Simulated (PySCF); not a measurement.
Potential energy of BaS along the bond

Set-up: basis Ba x2c-TZVPall, S x2c-TZVPall; spin-free X2C with a Gaussian nucleus; PySCF 2.14. Energies in eV from Ba + S in their ground configurations at the same level. State: ¹Σ⁺ (singlet), closed shell.

All columns are PBE0. A positive dipole means Ba(−)S(+).

| R (Å) | E (eV) | μ (D) | Mulliken charge on Ba (basis-dependent) | HOMO (eV) | LUMO (eV) | Mayer bond order | ⟨S²⟩ |
| --- | --- | --- | --- | --- | --- | --- | --- |
| 2.149 | -3.264 | -7.26 | 0.66 | -4.51 | -1.29 | 2.12 | 0.00 |
| 2.249 | -3.983 | -8.28 | 0.70 | -4.62 | -1.41 | 2.08 | 0.00 |
| 2.349 | -4.383 | -9.19 | 0.72 | -4.68 | -1.54 | 2.05 | 0.00 |
| 2.424 | -4.526 | -9.82 | 0.73 | -4.70 | -1.63 | 2.03 | 0.00 |
| 2.499 | -4.566 | -10.39 | 0.74 | -4.71 | -1.73 | 2.02 | 0.00 |
| 2.574 | -4.525 | -10.91 | 0.74 | -4.64 | -1.82 | 2.02 | 0.00 |
| 2.674 | -4.376 | -11.54 | 0.74 | -4.48 | -1.94 | 2.01 | 0.00 |
| 2.799 | -4.086 | -12.21 | 0.73 | -4.31 | -2.08 | 2.01 | 0.00 |
| 2.949 | -3.650 | -12.86 | 0.72 | -4.15 | -2.24 | 2.01 | 0.00 |
| 3.149 | -3.006 | -13.47 | 0.70 | -4.02 | -2.43 | 2.00 | 0.00 |

A fit through these points gives, at Re = 2.495 Å, μ = -10.36 D and dμ/dR = -7.33 D/Å; the reduced mass is 25.95 u.

Problem. How strong is the fundamental in the double-harmonic approximation, I = 42.26·(dμ/dR)²/μred km/mol?

Solution. I = 42.26·(-7.33)²/25.95 = 87.5 km/mol at PBE0.

These are scalar-relativistic numbers at best; spin–orbit coupling would shift them, the dissociation energy most.
